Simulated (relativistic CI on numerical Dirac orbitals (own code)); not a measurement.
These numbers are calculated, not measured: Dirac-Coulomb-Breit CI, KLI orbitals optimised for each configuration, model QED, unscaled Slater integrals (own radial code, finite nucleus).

The strongest absorption lines from the ground level of an ion, among the configurations computed and to levels below about 1500 eV (vacuum wavelength in nm, gf): 0.83788 (0.11), 0.91090 (0.45), 0.92393 (0.46), 1.0581 (0.3), 1.1380 (2.4), 1.1599 (0.91), 1.2585 (0.1), 1.2843 (0.14).

Which ion is it?
A. Ga²¹⁺
B. As²³⁺
C. Cu¹⁹⁺
D. Co¹⁷⁺

C. Cu¹⁹⁺ has 10 electrons and the ground level 2s²2p⁶ ¹S0; the strongest line goes to 2s²2p⁵3d ¹P°1. The pattern of lines fixes the number of electrons, and along that sequence the line energies rise steadily with the charge (about as its square where n changes within one kind of shell, about linearly where n is kept but much faster in heavy ions where fine structure, which grows about as Z⁴, sets the gap, and irregularly where shells cross), which fixes Z. Configurations outside the model, such as inner-shell arrays, can give stronger lines. At this charge energies of transitions that change n are usually good to better than 1 %, and those within a shell (Δn = 0) to a few per cent.

LS names give the leading component of a level, which can be under half, so a name can repeat, a term be missing and a line seem to break the LS rules.
